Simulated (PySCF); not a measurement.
Species: C₇H₉F₂P.
SMILES with atom numbers: `[CH3:1][CH:2]([CH3:3])[c:4]1[cH:5][c:6]([F:7])[c:8]([F:9])[pH:10]1` (hydrogens: H11, H12, H13 on C1; H14 on C2; H15, H16, H17 on C3; H18 on C5; H19 on P10)

The same species was optimised twice, with GFN2-xTB and with PBE0-D3(BJ)/def2-SVP (PySCF), and the same property calculations (PySCF, gas phase) were run on both structures.

```csv
coordinate,GFN2-xTB,PBE0-D3(BJ)/def2-SVP,change
C8–F9 (Å),1.340,1.325,-0.015
C6–F7 (Å),1.340,1.326,-0.014
C5–C6 (Å),1.440,1.450,+0.010
C4–C5 (Å),1.347,1.356,+0.009
C6–C8 (Å),1.348,1.353,+0.005
C4–P10 (Å),1.827,1.832,+0.005
C2–C4 (Å),1.500,1.504,+0.004
C1–C2 (Å),1.526,1.523,-0.003
C2–C3 (Å),1.532,1.531,-0.001
C8–P10 (Å),1.818,1.818,0.000
C3–C2–C4 (°),109.0,111.3,+2.3
C2–C4–P10 (°),120.6,122.2,+1.6
C5–C4–P10 (°),111.3,109.9,-1.4
C4–P10–C8 (°),88.4,89.8,+1.4
F9–C8–P10 (°),122.6,123.7,+1.1
C6–C8–P10 (°),111.3,110.4,-0.9
C4–C5–C6 (°),114.0,114.6,+0.6
F7–C6–C8 (°),125.2,124.7,-0.5
C1–C2–C4–C5 (°),-24,-9,+15
```

Rotational constants: A = 1981, B = 732.1, C = 579.2 MHz (GFN2-xTB) against A = 2008, B = 730.5, C = 565.2 MHz (PBE0-D3(BJ)/def2-SVP). Point groups within 0.08 Å: C1 and C1.

On the GFN2-xTB structure: HOMO (eV) -6.55 [PBE0/pcSseg-1]; LUMO (eV) -1.25 [PBE0/pcSseg-1]; dipole (D) 3.27 [PBE0/pcSseg-1]; GIAO shielding of C1/C3 (mean) (ppm) 160.5 [PBE0/pcSseg-1]; GIAO shielding of C2 (ppm) 151.1 [PBE0/pcSseg-1]; GIAO shielding of C4 (ppm) 32.7 [PBE0/pcSseg-1]; GIAO shielding of C5 (ppm) 56.0 [PBE0/pcSseg-1]; GIAO shielding of C6 (ppm) 31.5 [PBE0/pcSseg-1]; GIAO shielding of F7 (ppm) 307.7 [PBE0/pcSseg-1]; GIAO shielding of C8 (ppm) 28.3 [PBE0/pcSseg-1]; GIAO shielding of F9 (ppm) 335.4 [PBE0/pcSseg-1].

What do these properties become on the PBE0-D3(BJ)/def2-SVP structure?

| property | level | on GFN2-xTB | on PBE0-D3(BJ)/def2-SVP | change |
| --- | --- | --- | --- | --- |
| HOMO (eV) | PBE0/pcSseg-1 | -6.55 | -6.52 | +0.03 |
| LUMO (eV) | PBE0/pcSseg-1 | -1.25 | -1.30 | -0.05 |
| dipole (D) | PBE0/pcSseg-1 | 3.27 | 3.15 | -0.12 |
| energy, GFN2-xTB geometry as zero (kcal/mol) | PBE0/pcSseg-1 | 0.0 | -0.9 | -0.9 |
| GIAO shielding of C1/C3 (mean) (ppm) | PBE0/pcSseg-1 | 160.5 | 159.1 | -1.4 |
| GIAO shielding of C2 (ppm) | PBE0/pcSseg-1 | 151.1 | 151.0 | -0.1 |
| GIAO shielding of C4 (ppm) | PBE0/pcSseg-1 | 32.7 | 33.5 | +0.8 |
| GIAO shielding of C5 (ppm) | PBE0/pcSseg-1 | 56.0 | 53.5 | -2.5 |
| GIAO shielding of C6 (ppm) | PBE0/pcSseg-1 | 31.5 | 32.0 | +0.5 |
| GIAO shielding of F7 (ppm) | PBE0/pcSseg-1 | 307.7 | 310.6 | +2.9 |
| GIAO shielding of C8 (ppm) | PBE0/pcSseg-1 | 28.3 | 29.3 | +1.0 |
| GIAO shielding of F9 (ppm) | PBE0/pcSseg-1 | 335.4 | 339.4 | +4.0 |

The heavy atoms differ by 0.136 Å rms after alignment. Among bonds between heavy atoms C6–F7 and C8–F9 change most and about equally (-0.015 to -0.014 Å). Changes are differences of the printed values. Neither structure is proved a minimum here.

Shape of the structure used: `[CH3:1][CH:2]([CH3:3])[c:4]1[cH:5][c:6]([F:7])[c:8]([F:9])[pH:10]1`: C1–C2–C4–C5 -9°.
